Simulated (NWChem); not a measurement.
All runs are NWChem calculations. System: CH$_{5}$AlO$_{2}$, charge 0, spin multiplicity 1, at a geometry optimised with PBE0/def2-SVP. The structure started from a generated list of species. Level: MP2/def2-TZVP, 8 core orbitals frozen.

The NWChem input:

```
start mol
memory heap 200 mb stack 900 mb global 1100 mb
geometry units angstroms nocenter noautoz noautosym
  Al     0.035123     0.033796     0.002991
  C     -1.431168    -1.221531    -0.135110
  H     -1.105318    -2.146973    -0.637610
  H     -2.275476    -0.804496    -0.704251
  H     -1.797414    -1.513502     0.862291
  O     -0.074940     1.526717    -0.812420
  H      0.565349     2.237319    -0.840408
  O      1.393705    -0.399599     0.936616
  H      2.193147     0.100555     1.098191
end
basis spherical
  * library def2-tzvp
end
scf
  rhf
  nopen 0
  maxiter 100
  thresh 1e-7
  semidirect memsize 60000000 filesize 0
end
mp2
  freeze core 8
end
task mp2 energy
```

Part of the output:

```
             Northwest Computational Chemistry Package (NWChem) 7.3.0
             --------------------------------------------------------

                                NWChem Input Module
                                -------------------

 Scaling coordinates for geometry "geometry" by  1.889725989
 (inverse scale =  0.529177249)

                             Geometry "geometry" -> ""
                             -------------------------

 Output coordinates in angstroms (scale by  1.889725989 to convert to a.u.)

  No.       Tag          Charge          X              Y              Z
 ---- ---------------- ---------- -------------- -------------- --------------
    1 Al                  13.0000     0.03512300     0.03379600     0.00299100
    2 C                    6.0000    -1.43116800    -1.22153100    -0.13511000
    3 H                    1.0000    -1.10531800    -2.14697300    -0.63761000
    4 H                    1.0000    -2.27547600    -0.80449600    -0.70425100
    5 H                    1.0000    -1.79741400    -1.51350200     0.86229100
    6 O                    8.0000    -0.07494000     1.52671700    -0.81242000
    7 H                    1.0000     0.56534900     2.23731900    -0.84040800
    8 O                    8.0000     1.39370500    -0.39959900     0.93661600
    9 H                    1.0000     2.19314700     0.10055500     1.09819100

 Effective nuclear repulsion energy (a.u.)     157.6721886923

            Nuclear Dipole moment (a.u.)
            ----------------------------
        X                 Y               Z
 ---------------- ---------------- ----------------
    -0.0000018897     0.0000170075     0.0000075589


 Summary of "ao basis" -> "" (spherical)
 ------------------------------------------------------------------------------
       Tag                 Description            Shells   Functions and Types
 ---------------- ------------------------------  ------  ---------------------
 *                         def2-tzvp                  on all atoms

 Summary of "ao basis" -> "ao basis" (spherical)
 ------------------------------------------------------------------------------
       Tag                 Description            Shells   Functions and Types
 ---------------- ------------------------------  ------  ---------------------
 Al                        def2-tzvp                13       37   5s5p2d1f
 C                         def2-tzvp                11       31   5s3p2d1f
 H                         def2-tzvp                 4        6   3s1p
 O                         def2-tzvp                11       31   5s3p2d1f

                                 NWChem SCF Module
                                 -----------------

  ao basis        = "ao basis"
  functions       =   160
  atoms           =     9
  closed shells   =    20
  open shells     =     0
  charge          =   0.00
  wavefunction    = RHF
  use symmetry    = F
  symmetry adapt  = F

 Summary of "ao basis" -> "ao basis" (spherical)
 ------------------------------------------------------------------------------
       Tag                 Description            Shells   Functions and Types
 ---------------- ------------------------------  ------  ---------------------
 Al                        def2-tzvp                13       37   5s5p2d1f
 C                         def2-tzvp                11       31   5s3p2d1f
 H                         def2-tzvp                 4        6   3s1p
 O                         def2-tzvp                11       31   5s3p2d1f

 Forming initial guess at       0.2s

      Superposition of Atomic Density Guess
      -------------------------------------

 Sum of atomic energies:        -431.61381258

      Non-variational initial energy
      ------------------------------

 Total energy =    -432.843985
 1-e energy   =    -908.365136
 2-e energy   =     317.848962
 HOMO         =      -0.408481
 LUMO         =      -0.034701

 Starting SCF solution at       8.3s

 ----------------------------------------------
         Quadratically convergent ROHF

 Convergence threshold     :          1.000E-07
 Maximum no. of iterations :          100
 Final Fock-matrix accuracy:          1.000E-09
 ----------------------------------------------

              iter       energy          gnorm     gmax       time
             ----- ------------------- --------- --------- --------
                 1     -432.5270875980  1.48D+00  2.69D-01     12.1
                 2     -432.6324995124  3.50D-01  7.59D-02     18.1
                 3     -432.6435434046  2.64D-02  5.68D-03     23.9
                 4     -432.6436290583  2.11D-04  4.45D-05     35.3
                 5     -432.6436290641  3.69D-08  8.53D-09     60.7

       Final RHF  results
       ------------------

         Total SCF energy =   -432.643629064145
      One-electron energy =   -913.614042973711
      Two-electron energy =    323.298225217276
 Nuclear repulsion energy =    157.672188692290

        Time for solution =     52.4s

             Final eigenvalues
             -----------------

              1
    1  -58.4525
    2  -20.5308
    3  -20.5306
    4  -11.1917
    5   -4.8683
    6   -3.1852
    7   -3.1834
    8   -3.1820
    9   -1.3010
   10   -1.2912
   11   -0.9134
   12   -0.6902
   13   -0.6684
   14   -0.5400
   15   -0.5364
   16   -0.5346
   17   -0.5010
   18   -0.4910
   19   -0.4851
   20   -0.4322
   21    0.0934
   22    0.1147
   23    0.1328
   24    0.1608
   25    0.2040
   26    0.2118
   27    0.2213
   28    0.2419
   29    0.2762
   30    0.3041

                       ROHF Final Molecular Orbital Analysis
                       -------------------------------------

 Vector   18  Occ=2.000000D+00  E=-4.910008D-01
              MO Center=  6.3D-01,  5.3D-01,  6.3D-02, r^2= 3.1D+00
   Bfn.  Coefficient  Atom+Function         Bfn.  Coefficient  Atom+Function
  ----- ------------  ---------------      ----- ------------  ---------------
   130      0.262861  8 O  py               133      0.233196  8 O  py
    92     -0.231165  6 O  px                95     -0.203752  6 O  px
    94     -0.178927  6 O  pz               131     -0.168265  8 O  pz
    97     -0.161019  6 O  pz               134     -0.152247  8 O  pz
   136      0.151905  8 O  py

 Vector   19  Occ=2.000000D+00  E=-4.851424D-01
              MO Center=  6.7D-01,  5.4D-01,  7.6D-02, r^2= 2.9D+00
   Bfn.  Coefficient  Atom+Function         Bfn.  Coefficient  Atom+Function
  ----- ------------  ---------------      ----- ------------  ---------------
   131     -0.254243  8 O  pz                94      0.252770  6 O  pz
   134     -0.231878  8 O  pz                97      0.230531  6 O  pz
   137     -0.174047  8 O  pz               100      0.172937  6 O  pz

 Vector   20  Occ=2.000000D+00  E=-4.322189D-01
              MO Center= -1.1D+00, -9.4D-01, -1.0D-01, r^2= 1.7D+00
   Bfn.  Coefficient  Atom+Function         Bfn.  Coefficient  Atom+Function
  ----- ------------  ---------------      ----- ------------  ---------------
    43      0.235122  2 C  px                 4      0.231876  1 Al s
    46      0.225844  2 C  px                44      0.208323  2 C  py
    47      0.199072  2 C  py                15     -0.175784  1 Al px

 Vector   21  Occ=0.000000D+00  E= 9.340124D-02
              MO Center=  3.7D-01,  2.7D-01,  4.5D-02, r^2= 7.3D+00
   Bfn.  Coefficient  Atom+Function         Bfn.  Coefficient  Atom+Function
  ----- ------------  ---------------      ----- ------------  ---------------
    42      2.130224  2 C  s                  5     -1.738338  1 Al s
    91      0.832023  6 O  s                128      0.760121  8 O  s
    71     -0.716940  3 H  s                 83     -0.670452  5 H  s
    77     -0.412251  4 H  s                157     -0.366634  9 H  s
   120     -0.350038  7 H  s                 41     -0.281253  2 C  s

 Vector   22  Occ=0.000000D+00  E= 1.147255D-01
              MO Center=  1.3D-02,  4.5D-02, -2.0D-03, r^2= 6.0D+00
   Bfn.  Coefficient  Atom+Function         Bfn.  Coefficient  Atom+Function
  ----- ------------  ---------------      ----- ------------  ---------------
    20      0.961926  1 Al pz                18     -0.526114  1 Al px
    19      0.472012  1 Al py                51     -0.230285  2 C  pz
   100     -0.204326  6 O  pz               137     -0.189646  8 O  pz

 Vector   23  Occ=0.000000D+00  E= 1.328351D-01
              MO Center=  1.1D-01,  3.7D-02,  2.1D-02, r^2= 1.1D+01
   Bfn.  Coefficient  Atom+Function         Bfn.  Coefficient  Atom+Function
  ----- ------------  ---------------      ----- ------------  ---------------
    42      4.623459  2 C  s                  5     -2.197109  1 Al s
    18      1.778098  1 Al px                19      1.534604  1 Al py
    71     -0.703006  3 H  s                 49      0.692726  2 C  px
    83     -0.667415  5 H  s                 26     -0.487184  1 Al d -2
    41     -0.481216  2 C  s                128     -0.481438  8 O  s

 center of mass
 --------------
 x =   0.06037682 y =   0.05315129 z =   0.00552826

 moments of inertia (a.u.)
 ------------------
         352.704132796086         -66.706259301741         -95.993577214487
         -66.706259301741         353.399053934763          89.265339154882
         -95.993577214487          89.265339154882         503.313512103654

  Mulliken analysis of the total density
  --------------------------------------

    Atom       Charge   Shell Charges
 -----------   ------   -------------------------------------------------------
    1 Al  13    12.03   2.00  0.65  1.34  0.54  0.09  2.92  2.28  0.83  0.72  0.13  0.26  0.16  0.12
    2 C    6     6.64   0.85  1.12  0.46  0.69  0.11  1.24  1.51  0.60  0.01  0.03  0.00
    3 H    1     0.88   0.26  0.49  0.11  0.02
    4 H    1     0.87   0.26  0.49  0.10  0.02
    5 H    1     0.87   0.26  0.49  0.11  0.02
    6 O    8     8.69   0.79  1.18  0.55  0.95  0.28  1.86  2.09  0.98  0.00  0.01  0.00
    7 H    1     0.67   0.25  0.33  0.04  0.05
    8 O    8     8.70   0.79  1.18  0.55  0.94  0.28  1.86  2.09  0.98  0.00  0.01  0.00
    9 H    1     0.67   0.25  0.33  0.04  0.05

       Multipole analysis of the density wrt the origin
       ------------------------------------------------

     L   x y z        total         open         nuclear
     -   - - -        -----         ----         -------
     0   0 0 0      0.000000      0.000000     40.000000

     1   1 0 0      0.576058      0.000000     -0.000002
     1   0 1 0      0.481614      0.000000      0.000017
     1   0 0 1      0.053304      0.000000      0.000008

     2   2 0 0    -20.897066      0.000000    152.303945
     2   1 1 0      3.267674      0.000000     48.364825
     2   1 0 1     -1.645633      0.000000     52.788523
     2   0 2 0    -22.446870      0.000000    148.038943
     2   0 1 1      2.454884      0.000000    -46.654892
     2   0 0 2    -23.072957      0.000000     57.016405

                   NWChem MP2 Semi-direct Energy/Gradient Module
                   ---------------------------------------------

  Basis functions       =    160
  Molecular orbitals    =    160
  Frozen core           =      8
  Frozen virtuals       =      0
  Active alpha occupied =     12
  Active beta occupied  =     12
  Active alpha virtual  =    140
  Active beta virtual   =    140
  Use MO symmetry       = F
  Use skeleton AO sym   = F

  AO/Fock/Back tols     =   1.0D-09  1.0D-09  1.0D-09

 GA uses MA = F    GA memory limited = T

 Available:
  local mem=  1.26D+08
 global mem=  1.44D+08
 local disk=  0.00D+00
  mp2_memr nvloc                   140
  nvloc new                   140
   1 passes of  12:        5242880                     136190                  69804455.
   1 passes of  12: M    126148193           G      144128000           F     120905313.

 Semi-direct pass number   1 of   1  for RHF alpha+beta  at       61.0s
  vrange nnbf                 12213
  mp2_eaftype                   266  avail_ma_in_mb                  1099
 EAF : mp2_eaftype filesize         266   34902227.
  mp2_eaf for mointskh                    266
Node 0 wrote    164.1 Mb in      0.3 s     Agg I/O rate:   519.4 Mb/s
 Done moints_semi at       83.7s
  mp2_eaftype                   266  avail_ma_in_mb                   833
 EAF : mp2_eaftype filesize         266   34902227.
  mp2_eaf for kh                   266
 Done maket at       84.6s
 Done multipass loop at       84.6s

          -------------------------------------------
          SCF energy                -432.643629064145
          Correlation energy          -0.728234802778
          Singlet pairs               -0.461766318205
          Triplet pairs               -0.266468484573
          Total MP2 energy          -433.371863866922
          -------------------------------------------

          ---------------------------------------------------
                    Spin Component Scaled (SCS) MP2
          Same spin pairs                     -0.177645656382
          Same spin scaling factor             0.333333333333
          Opposite spin pairs                 -0.550589146396
          Opposite spin scaling fact.          1.200000000000
          SCS-MP2 correlation energy          -0.719922194469
          Total SCS-MP2 energy              -433.363551258614
          ---------------------------------------------------

 -----------------------
 Performance information
 -----------------------

 Timer overhead =  1.37D-07 seconds/call

               Nr. of calls         CPU time (s)                 Wall time (s)                GFlops
             ---------------    -------------------     ------------------------------   -------------------
Name         Min   Avg   Max    Min     Avg     Max     Min     Avg     Max   Mx/calls   Min     Max     Sum
mp2: moin     1     1     1    23.     23.     23.      23.     23.     23.     23.      0.0     0.0     0.0
mp2: make     1     1     1   0.99    0.99    0.99     0.99    0.99    0.99    0.99      0.0     0.0     0.0
mp2: tota     1     1     1    24.     24.     24.      24.     24.     24.     24.      0.0     0.0     0.0

 The average no. of pstat calls per process was 3.00D+00
 with a timing overhead of 4.10D-07s

 Task  times  cpu:       84.6s     wall:       84.6s

 Total times  cpu:       84.6s     wall:       84.6s
```
